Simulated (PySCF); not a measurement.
Species: 4-chloronortricyclene, C7H9Cl.
Atom-mapped SMILES: `[Cl:1][C@:2]12[CH2:3][C@@H:4]3[C@H:5]([CH2:6]1)[C@@H:7]3[CH2:8]2`

Cartesian coordinates in Å at the GFN2-xTB level; atoms count from 1:
```xyz
17
C7H9Cl angstrom
Cl    -0.6129    1.3186   -2.4047
C     -0.2287    0.4917   -0.8957
C     -0.2388   -1.0386   -0.9565
C      0.1308   -1.2572    0.4959
C     -0.4540   -0.1081    1.2755
C     -1.1654    0.7849    0.2801
C      1.0067   -0.1019    0.9059
C      1.1523    0.7941   -0.3064
H      0.5025   -1.4322   -1.6511
H     -1.2197   -1.4376   -1.2125
H      0.2384   -2.2479    0.9044
H     -0.8012   -0.2052    2.2904
H     -1.1574    1.8360    0.5668
H     -2.1906    0.4734    0.0825
H      1.7954   -0.1934    1.6335
H      1.9622    0.4896   -0.9684
H      1.2735    1.8459   -0.0496
```

Probes without a nucleus sit at each ring's centroid and 1 Å off its mean plane on both sides; NICS is minus the shielding there, NICSzz its component along the normal. Level: GIAO PBE0/pcSseg-1 (PySCF, non-relativistic, gas phase) on the GFN2-xTB geometry, one conformer.

Ring bond lengths (Å), with Mayer bond orders in brackets: C2–C3 1.532 (0.92), C3–C4 1.515 (0.99), C4–C5 1.507 (0.90), C5–C6 1.515 (0.99), C6–C2 1.532 (0.92); C2–C3 1.532 (0.92), C3–C4 1.515 (0.99), C4–C7 1.507 (0.90), C7–C8 1.514 (0.99), C8–C2 1.532 (0.92); C4–C5 1.507 (0.90), C5–C7 1.507 (0.90), C7–C4 1.507 (0.90).

What do the NICS probes read (ppm)?

```csv
ring,type,NICS(0),"NICS(1), two faces","NICS(1)zz, two faces",rms pucker (Å),"centre to ring atoms, mean (Å)"
C2–C3–C4–C5–C6,5-membered carbocycle; formal bonds all single,-14.0,-4.4 / -23.8,-5.3 / -27.1,0.24,1.25
C2–C3–C4–C7–C8,5-membered carbocycle; formal bonds all single,-14.0,-4.4 / -23.8,-5.3 / -27.1,0.24,1.25
C4–C5–C7,3-membered carbocycle; formal bonds all single,-46.0,-9.2 / -14.7,-26.5 / -40.2,0.00,0.87
```

What do they say, and how far can they be read as aromaticity?

- C2–C3–C4–C5–C6: mean NICS(1)zz -16.2 ppm, shielded. C2, C3, C4, C5, C6 have four or more neighbours, so the value isn't read as a sign of a π ring current. The two faces differ by 21.8 ppm, so no symmetry operation interchanges them.
- C2–C3–C4–C7–C8: mean NICS(1)zz -16.2 ppm, shielded. C2, C3, C4, C7, C8 have four or more neighbours, and the NICS criterion for π rings isn't applied. The two faces differ by 21.8 ppm, so no symmetry operation interchanges them.
- C4–C5–C7: mean NICS(1)zz -33.3 ppm, shielded. C4, C5, C7 have four or more neighbours, so the value isn't read as a sign of a π ring current. The two faces differ by 13.7 ppm, so no symmetry operation interchanges them. NICS(0) lies 34 ppm below the mean NICS(1).

How shielded are the nuclei of the rings and their hydrogens (means over atoms taken as equivalent)?

```
   atoms                    environment  σ isotropic (ppm)  principal values of the symmetric part, first atom (ppm)
      C2                sp3 C–Cl carbon              120.8                                       101.8, 101.9, 158.6
 C3 (×3)                ring CH2 carbon              142.2                                       124.2, 135.8, 166.6
 C4 (×3)  sp3 carbon at a ring junction              171.5                                       143.3, 154.9, 216.4
 H9 (×6)             methylene hydrogen              30.07                                          26.1, 27.4, 36.7
H11 (×3)               methine hydrogen              30.55                                          24.1, 25.9, 41.6
```
